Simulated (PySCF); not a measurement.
Two-dimensional NMR puzzle

Compound of formula C$_{6}$H$_{10}$F$_{2}$Si. Correlations simulated from computed shifts and the bond graph:

HSQC (one-bond C–H):
| δH | δC |
| --- | --- |
| 7.51 | 147.3 |
| 1.51 | 31.4 |
| 1.12 | 13.2 |
| 0.73 | 8.1 |
| 0.63 | 9.3 |
| 0.29 | 9.3 |
| 0.19 | 8.1 |

COSY cross peaks (H two or three bonds apart, from the bond graph; peaks can be absent where the dihedral angle is near 90°):
| δH | δH |
| --- | --- |
| 4.02 | 1.51 |
| 1.51 | 1.12 |
| 1.12 | 0.73 |
| 1.12 | 0.63 |
| 1.12 | 0.29 |
| 1.12 | 0.19 |
| 0.73 | 0.63 |
| 0.73 | 0.29 |
| 0.73 | 0.19 |
| 0.63 | 0.29 |
| 0.63 | 0.19 |
| 0.29 | 0.19 |

HMBC (two and three bonds, from the bond graph):
| δH | δC |
| --- | --- |
| 7.51 | 168.4, 31.4 |
| 4.02 | 168.4, 31.4, 13.2 |
| 1.51 | 168.4, 147.3, 13.2, 9.3, 8.1 |
| 1.12 | 168.4, 31.4, 9.3, 8.1 |
| 0.73 | 31.4, 13.2, 9.3 |
| 0.63 | 31.4, 13.2, 8.1 |
| 0.29 | 31.4, 13.2, 8.1 |
| 0.19 | 31.4, 13.2, 9.3 |

Carbons without hydrogens: δ 168.4.

All values are calculated (PySCF 2.14.0 with density-fitted response routines): PBE0/pcSseg-1 with gauge-including orbitals, coordinates at the GFN2-xTB level. No solvent, rapidly exchanging positions averaged, no relativistic terms, one computed conformer.

Chemical shifts δ = σref − σ; $^{1}$H, $^{13}$C vs TMS, all at this level.

Exchangeable hydrogens are left out of these lists.

Question: Assemble the structure.

Answer: `F/C=C(/F)[C@@H]([SiH3])C1CC1`.

Atom-mapped SMILES (the numbers label the heavy atoms): `[F:1]/[CH:2]=[C:3](/[F:4])[C@@H:5]([SiH3:6])[CH:7]1[CH2:8][CH2:9]1`. Hydrogens are named by the atom that carries them. Ha(C8), Ha(C9) are cis to C5 on the ring; Hb(C8), Hb(C9) are trans to C5 on the ring.

1. δC 168.4 is C3, a fully substituted alkene carbon.
2. δC 147.3 is C2, an alkene CH (δH 7.51).
3. δC 31.4 is C5, an allylic sp3 CH bonded to Si (δH 1.51).
4. δC 13.2 is C7, a three-membered-ring carbon (δH 1.12).
5. δC 9.3 is C9, a three-membered-ring carbon (δH 0.63, 0.29).
6. δC 8.1 is C8, a three-membered-ring carbon (δH 0.19, 0.73).
7. HMBC from δH 7.51 reaches the proton-free carbon C3.
8. HMBC from δH 4.02 reaches the proton-free carbon C3.
9. HMBC from δH 1.51 reaches the proton-free carbon C3.
10. HMBC from δH 1.12 reaches the proton-free carbon C3.
11. COSY links 4.02–1.51, 1.51–1.12, 1.12–0.73, 1.12–0.63, 1.12–0.29, 1.12–0.19.

This is the structure that produced the data.

Shifts are as computed. Against solution values, carbons near 30 ppm lie about +3 ppm off and those near 130 ppm about +5 ppm. Of 1211 compounds with measured shifts, 218 miss one by over three times the rms of a fit or turn the order of signals round; such compounds aren't used in these exercises.
